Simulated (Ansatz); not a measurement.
One geometry of `C[CH](C)[AlH][Cl]`, several functionals.

```yaml
crystal:
  periodic: [false, false, false]
  atoms:
    - {symbol: C, position_ang: [-1.331453, -0.554317, 0.234672]}
    - {symbol: C, position_ang: [0.038501, 0.101716, 0.388039]}
    - {symbol: C, position_ang: [1.173485, -0.913768, 0.245074]}
    - {symbol: Al, position_ang: [0.319015, 1.657503, -0.768673]}
    - {symbol: Cl, position_ang: [-1.353144, 2.697098, -1.519208]}
    - {symbol: H, position_ang: [-2.148579, 0.158938, 0.363881]}
    - {symbol: H, position_ang: [-1.450660, -1.003736, -0.756039]}
    - {symbol: H, position_ang: [-1.468489, -1.356677, 0.968878]}
    - {symbol: H, position_ang: [0.097542, 0.520014, 1.406336]}
    - {symbol: H, position_ang: [2.160192, -0.460650, 0.377054]}
    - {symbol: H, position_ang: [1.164003, -1.389515, -0.740975]}
    - {symbol: H, position_ang: [1.080297, -1.716899, 0.985050]}
    - {symbol: H, position_ang: [1.739889, 2.225592, -1.169188]}
basis:
  gaussian: {orbitals: def2-TZVPP}
hamiltonian: {xc: pbe0, dispersion: d4}
output: {orbitals: {seedname: orbitals}}
```

```sh
$ ansatz run in.yaml --threads 4 --pin off --events-out ev --progress --plain
```

Shortened log:

```
Functional definition: PBE0
1637 factors; their error is unknown
mean field evaluation 1: about -22342.9928 eV, gradient 6.6e1 eV
mean field evaluation 2: about -22333.2226 eV, gradient 8.8e1 eV
mean field evaluation 4: about -22353.4948 eV, gradient 4.5e0 eV
mean field evaluation 8: about -22353.5373 eV, gradient 3.6e-2 eV
mean field evaluation 16: about -22353.5635 eV, gradient 5.2e-5 eV
mean field -22353.56352159 eV, -821.4783076290 hartree, gradient 5.2e-5 eV, S^2 0.000000; 0 other end points of the search recorded, 0 dependent functions left out
reference -22353.56355932 eV, -821.4783090156 hartree; 28, 28 occupied and 261, 261 virtual orbitals, 1637 factors
Total energy: -22353.80033541 eV, -821.4870103761 hartree
```

Hardware: 4 threads of a server CPU on a shared host. Wall time 3.4 s, peak host memory 0.83 GiB.

Changing it to `hamiltonian: {xc: {name: B97M-V}}` (abridged; 10 s):

```
Functional definition: B97M-V
mean field evaluation 16: about -22360.2901 eV, gradient 3.2e-3 eV
mean field -22360.29007939 eV, -821.7255040686 hartree, gradient 3.4e-5 eV, S^2 0.000000
Total energy: -22360.29014925 eV, -821.7255066361 hartree
```

The same input with `hamiltonian: {xc: {name: CAM-B3LYP}, dispersion: d4}` (abridged; 4 s):

```
Functional definition: CAM-B3LYP
mean field evaluation 16: about -22363.4529 eV, gradient 2.0e-4 eV
mean field -22363.45290094 eV, -821.8417356166 hartree, gradient 6.2e-5 eV, S^2 0.000000
Total energy: -22363.69433511 eV, -821.8506081590 hartree
```

Changing it to `hamiltonian: {xc: {name: r2SCANh}, dispersion: d4}` (abridged; 5.5 s):

```
Functional definition: r2SCANh
mean field evaluation 16: about -22361.0666 eV, gradient 1.0e-4 eV
mean field -22361.06655876 eV, -821.7540391590 hartree, gradient 3.7e-5 eV, S^2 0.000000
Total energy: -22361.14233737 eV, -821.7568239717 hartree
```

The same input with `hamiltonian: {xc: {name: PBE-QIDH}}` (abridged; 6.5 s):

```
Functional definition: PBE-QIDH
mean field evaluation 16: about -22340.4052 eV, gradient 1.1e-4 eV
mean field -22340.40520320 eV, -820.9947483470 hartree, gradient 3.1e-6 eV, S^2 0.000000
13 core orbitals not correlated: weight in the atoms' cores, before any rotation towards them, 1.000 or more for the frozen orbitals, at most 0.000 for the correlated occupied ones
second order -24.43865130 eV of doubles, -0.00000000 eV of singles
Total energy: -22348.55143540 eV, -821.2941168587 hartree
```

Changing it to `hamiltonian: {xc: pbe, dispersion: d4}` and forces (abridged; 2.8 s):

```
Functional definition: PBE
mean field evaluation 16: about -22351.1923 eV, gradient 1.2e-3 eV
mean field -22351.19226113 eV, -821.3911654144 hartree, gradient 7.3e-6 eV, S^2 0.000000
Total energy: -22351.46996393 eV, -821.4013708039 hartree
Atom 0 force    -0.021961     0.025261    -0.002874 eV/Å
Atom 1 force    -0.006568     0.016840    -0.027394 eV/Å
Atom 2 force     0.032744     0.025009    -0.011789 eV/Å
Atom 3 force     0.092881    -0.007969     0.009782 eV/Å
Atom 4 force    -0.180976     0.116705    -0.085834 eV/Å
Atom 5 force    -0.169703     0.130191     0.022108 eV/Å
Atom 6 force    -0.029798    -0.088955    -0.190056 eV/Å
Atom 7 force    -0.033569    -0.164468     0.146072 eV/Å
Atom 8 force     0.012937     0.089543     0.189692 eV/Å
Atom 9 force     0.199835     0.074976     0.023510 eV/Å
Atom 10 force     0.004092    -0.096198    -0.188765 eV/Å
Atom 11 force    -0.014494    -0.166371     0.148763 eV/Å
Atom 12 force     0.114580     0.045436    -0.033214 eV/Å
Dipole moment:     0.163917    -0.265613     0.210953 e Å
```
